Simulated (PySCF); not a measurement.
Level of theory: r2SCAN-D4/def2-TZVP (PySCF). Gas-phase values, no solvent. 

Reference species (SMILES): `[GeH4]` (neutral, multiplicity 1).

```
Item             Result
-------------  --------
HOMO–LUMO gap   9.48 eV
HOMO           -8.71 eV
```

Changed species: `[SH][GeH3]` (3 of 4 SH replaced by H; the reference has 4 of 4 SH replaced by H).

Give the shifts of the HOMO–LUMO gap and HOMO.

the HOMO–LUMO gap decreases by 3.71 eV, to 5.77 eV; the HOMO rises by 2.35 eV, to -6.36 eV.
